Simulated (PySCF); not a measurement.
PySCF job for Nb(F)4(Me) (CH3F4Nb), SMILES [CH3][Nb]([F])([F])([F])[F], multiplicity 1, PBE-D3(BJ)/def2-SVP. Geometry optimised at PBE-D3(BJ)/def2-SVP. The multiplicity is an assumed one; no other spin state was optimised. The structure was generated by enumeration; whether it is a known compound was not checked. The def2 effective core potentials stand for the cores of Nb; spin–orbit coupling is left out.

```python
import numpy as np
from pyscf import gto, scf, dft, df
from pyscf.hessian import thermo

mol = gto.M(
    atom='''
    Nb    0.05589096    0.05045916   -0.04239102
    F     1.35496537   -0.44675343    1.23157465
    F    -1.35542250    0.48831907   -1.21471422
    F     0.01912604    1.77500158    0.65756002
    F     1.07628640   -0.63831984   -1.43619848
    C    -1.27058276   -1.33730023    0.89485457
    H    -0.70642442   -2.16597383    1.36614596
    H    -2.01628954   -1.71998688    0.17047357
    H    -1.79991622   -0.76328947    1.68828673
    ''',
    basis='def2-SVP',
    ecp={'Nb': 'def2-svp'},
    charge=0,
    spin=0,
    max_memory=1600,
    verbose=3,
)
mf = dft.RKS(mol, xc='pbe').density_fit(auxbasis='def2-universal-jkfit')
mf.disp = 'd3bj'
mf.grids.level = 3
mf.conv_tol = 1e-11
mf.max_cycle = 100
mf.kernel()

# [left out here: the lines that compute and print the analytic Hessian (its translational invariance restored by hand, since the grid's response is missing), thermochemistry and intensities]
```

Output:

```
converged SCF energy = -495.788481873415

WARN: DFTD3 does not support analytical Hessian, using finite difference


WARN: Mole.unit (angstrom) is changed to Bohr

Mode                                 0                   1                   2
Irrep
Freq [cm^-1]                       39.2232             90.0829            117.4462
Reduced mass [au]                   1.0692             19.1881              5.7937
Force const [Dyne/A]                0.0010              0.0917              0.0471
Char temp [K]                      56.4334            129.6092            168.9789
Normal mode                   x     y     z       x     y     z       x     y     z
       0  Nb                -0.00  0.00 -0.00    0.01  0.01 -0.01   -0.00  0.01  0.01
       1   F                -0.02 -0.00  0.01   -0.09 -0.07  0.07    0.03 -0.09 -0.06
       2   F                 0.01  0.01 -0.02   -0.08 -0.07  0.07    0.03 -0.09 -0.06
       3   F                -0.01  0.00 -0.01    0.07  0.03 -0.06   -0.03 -0.01  0.03
       4   F                 0.01 -0.00  0.01    0.04  0.07 -0.02    0.03  0.08 -0.01
       5   C                 0.03 -0.01  0.03    0.01 -0.01 -0.01   -0.04  0.09  0.08
       6   H                 0.06 -0.26 -0.44    0.00 -0.00  0.00   -0.09  0.09  0.14
       7   H                -0.32  0.35  0.20    0.00 -0.00 -0.00   -0.10  0.09  0.14
       8   H                 0.46 -0.16  0.42    0.01  0.01 -0.02    0.03  0.20  0.05
Mode                                 3                   4                   5
Irrep
Freq [cm^-1]                      191.4832            198.9309            222.0363
Reduced mass [au]                   5.7931             17.4097              7.5172
Force const [Dyne/A]                0.1251              0.4059              0.2184
Char temp [K]                     275.5017            286.2173            319.4608
Normal mode                   x     y     z       x     y     z       x     y     z
       0  Nb                 0.02 -0.03 -0.03   -0.03 -0.04  0.02    0.03 -0.01  0.03
       1   F                -0.03  0.06  0.05    0.04  0.05 -0.01    0.03 -0.00  0.04
       2   F                -0.03  0.06  0.06    0.03  0.06 -0.02    0.04 -0.02  0.02
       3   F                -0.06 -0.06  0.04    0.07 -0.01 -0.08   -0.08  0.03 -0.07
       4   F                 0.04  0.01 -0.04    0.04  0.11 -0.00   -0.09  0.03 -0.08
       5   C                -0.02  0.08  0.06   -0.04 -0.03  0.03   -0.07  0.02 -0.06
       6   H                -0.10  0.08  0.14   -0.05 -0.04  0.04   -0.15 -0.07 -0.12
       7   H                -0.10  0.08  0.14   -0.05 -0.04  0.05   -0.10  0.16 -0.10
       8   H                 0.07  0.24  0.01   -0.04 -0.03  0.03   -0.02  0.01 -0.02
Mode                                 6                   7                   8
Irrep
Freq [cm^-1]                      250.2668            264.1834            526.1649
Reduced mass [au]                   4.8600             12.7917              3.0724
Force const [Dyne/A]                0.1793              0.5260              0.5012
Char temp [K]                     360.0783            380.1011            757.0341
Normal mode                   x     y     z       x     y     z       x     y     z
       0  Nb                 0.00 -0.00  0.00   -0.00  0.00 -0.00    0.02  0.02 -0.01
       1   F                -0.07 -0.03  0.07   -0.01  0.10  0.04   -0.02  0.01 -0.02
       2   F                 0.07  0.03 -0.07    0.00 -0.10 -0.04    0.02 -0.00  0.02
       3   F                -0.00  0.00 -0.00    0.10 -0.04  0.09   -0.01  0.00  0.01
       4   F                -0.08  0.03 -0.07   -0.05  0.02 -0.05    0.02 -0.01 -0.03
       5   C                 0.10 -0.03  0.09   -0.04  0.01 -0.04   -0.15 -0.10  0.12
       6   H                 0.20  0.08  0.17   -0.08 -0.03 -0.07   -0.07 -0.12  0.00
       7   H                 0.13 -0.20  0.14   -0.06  0.08 -0.05   -0.04 -0.13  0.02
       8   H                 0.04 -0.01  0.03   -0.01  0.00 -0.01   -0.29 -0.34  0.19
Mode                                 9                  10                  11
Irrep
Freq [cm^-1]                      571.9071            640.6941            642.1225
Reduced mass [au]                   1.5135              1.4916             12.0254
Force const [Dyne/A]                0.2917              0.3607              2.9214
Char temp [K]                     822.8470            921.8161            923.8713
Normal mode                   x     y     z       x     y     z       x     y     z
       0  Nb                 0.01  0.00 -0.01   -0.01  0.01 -0.01   -0.02 -0.01  0.01
       1   F                -0.02  0.01 -0.02    0.06 -0.02  0.05   -0.09  0.03 -0.09
       2   F                 0.03 -0.01  0.01    0.03 -0.02  0.03    0.11 -0.04  0.09
       3   F                 0.01  0.06  0.02    0.00 -0.01 -0.00    0.00  0.05  0.02
       4   F                -0.02 -0.00  0.02   -0.00  0.00  0.01    0.04 -0.02 -0.05
       5   C                -0.02 -0.13 -0.03   -0.08  0.02 -0.07    0.02  0.05 -0.02
       6   H                -0.27 -0.12  0.29    0.43  0.33 -0.11    0.12  0.09 -0.08
       7   H                -0.30 -0.12  0.26   -0.22 -0.42  0.32    0.05 -0.01 -0.02
       8   H                 0.30  0.40 -0.18    0.10 -0.03  0.09   -0.00 -0.03  0.02
Mode                                12                  13                  14
Irrep
Freq [cm^-1]                      691.2138            709.2880            735.5633
Reduced mass [au]                  19.7056              5.2868             12.0114
Force const [Dyne/A]                5.5471              1.5671              3.8290
Char temp [K]                     994.5028           1020.5076           1058.3118
Normal mode                   x     y     z       x     y     z       x     y     z
       0  Nb                -0.01 -0.02  0.01   -0.04  0.01 -0.03    0.02 -0.04 -0.03
       1   F                 0.05 -0.02  0.05    0.08 -0.03  0.08    0.00 -0.00  0.00
       2   F                -0.05  0.02 -0.05    0.09 -0.03  0.07   -0.00  0.00  0.00
       3   F                 0.00  0.13  0.05    0.00 -0.00  0.00   -0.01  0.12  0.05
       4   F                 0.08 -0.05 -0.11    0.00 -0.00  0.00   -0.07  0.06  0.10
       5   C                -0.01 -0.00  0.01    0.04 -0.01  0.03   -0.01  0.03  0.02
       6   H                 0.01 -0.00 -0.01   -0.21 -0.16  0.05    0.06  0.02 -0.07
       7   H                 0.00  0.00 -0.01    0.10  0.20 -0.15    0.07  0.02 -0.06
       8   H                -0.01 -0.00  0.01   -0.05  0.02 -0.05   -0.09 -0.11  0.06
Mode                                15                  16                  17
Irrep
Freq [cm^-1]                     1131.2321           1340.7941           1341.7499
Reduced mass [au]                   1.2500              1.0579              1.0628
Force const [Dyne/A]                0.9424              1.1205              1.1273
Char temp [K]                    1627.5912           1929.1041           1930.4794
Normal mode                   x     y     z       x     y     z       x     y     z
       0  Nb                -0.00 -0.00  0.00   -0.00  0.00 -0.00   -0.00  0.00  0.00
       1   F                 0.00 -0.00  0.00   -0.00 -0.00 -0.00   -0.00 -0.00  0.00
       2   F                -0.00 -0.00 -0.00    0.00  0.00  0.00   -0.00 -0.00  0.00
       3   F                -0.00  0.00  0.00   -0.00  0.00 -0.00    0.00 -0.00 -0.00
       4   F                 0.00 -0.00 -0.00    0.00 -0.00  0.00    0.00 -0.00 -0.00
       5   C                 0.08  0.08 -0.06   -0.05  0.02 -0.04   -0.01  0.05  0.04
       6   H                -0.44 -0.16  0.18   -0.24  0.08  0.32   -0.19 -0.40 -0.52
       7   H                -0.22 -0.24  0.39    0.35 -0.23 -0.29    0.27 -0.54  0.05
       8   H                -0.25 -0.44  0.11    0.53 -0.14  0.46    0.06  0.29 -0.10
Mode                                18                  19                  20
Irrep
Freq [cm^-1]                     2959.3494           3068.1113           3106.5093
Reduced mass [au]                   1.0334              1.0979              1.1065
Force const [Dyne/A]                5.3321              6.0890              6.2912
Char temp [K]                    4257.8450           4414.3290           4469.5752
Normal mode                   x     y     z       x     y     z       x     y     z
       0  Nb                 0.00 -0.00 -0.00   -0.00  0.00  0.00   -0.00  0.00 -0.00
       1   F                -0.00 -0.00 -0.00   -0.00 -0.00 -0.00    0.00 -0.00  0.00
       2   F                 0.00 -0.00  0.00    0.00 -0.00  0.00    0.00  0.00  0.00
       3   F                -0.00 -0.00  0.00   -0.00  0.00  0.00    0.00 -0.00  0.00
       4   F                -0.00  0.00  0.00    0.00  0.00 -0.00    0.00 -0.00  0.00
       5   C                 0.03  0.01 -0.03   -0.02  0.07  0.05   -0.06  0.02 -0.06
       6   H                 0.25 -0.35  0.19    0.25 -0.36  0.22    0.34 -0.51  0.28
       7   H                -0.31 -0.16 -0.32   -0.35 -0.16 -0.33    0.44  0.23  0.43
       8   H                -0.34  0.38  0.51    0.31 -0.32 -0.46   -0.01  0.00 -0.01
temperature 298.1500 [K]
pressure 101325.00 [Pa]
Rotational constants [GHz] 2.44206 2.15676 2.05550
Symmetry number 1
Zero-point energy (ZPE) 0.04292 [Eh]   112678.372 [J/mol]
                           tot       elec      trans        rot        vib
Entropy [J/mol/K]       392.978      0.000    173.780    116.260    102.938
Cv [J/mol/K]            116.916      0.000     12.472     12.472     91.973
Cp [J/mol/K]            125.231      0.000     20.786     12.472     91.973
Internal energy [J/mol]                      3718.434   3718.434 128310.047
Internal energy [Eh]   -495.73678  -495.78848
Enthalpy [J/mol]                             6197.391   3718.434 128310.047
Enthalpy [Eh]          -495.73583
Gibbs free energy [J/mol]                  -45615.258 -30944.422  97619.028
Gibbs free energy [Eh] -495.78046
mode   freq/cm-1   IR/(km/mol)
   1       39.22         0.282
   2       90.08         6.567
   3      117.45         7.199
   4      191.48         7.469
   5      198.93        18.514
   6      222.04         9.937
   7      250.27         2.294
   8      264.18         0.865
   9      526.16        29.190
  10      571.91         1.626
  11      640.69        19.955
  12      642.12        19.457
  13      691.21        56.445
  14      709.29       233.538
  15      735.56       183.537
  16     1131.23         4.958
  17     1340.79         9.933
  18     1341.75        11.065
  19     2959.35         4.720
  20     3068.11         0.006
  21     3106.51         0.003
max |gradient| / (hartree/bohr): 0.00023326603087599868
APT charges: [ 2.6489 -0.6326 -0.6327 -0.5781 -0.5855 -0.3176  0.0335  0.0336  0.0306]
```

The run converged.

Cost: roughly 4 core-minutes.
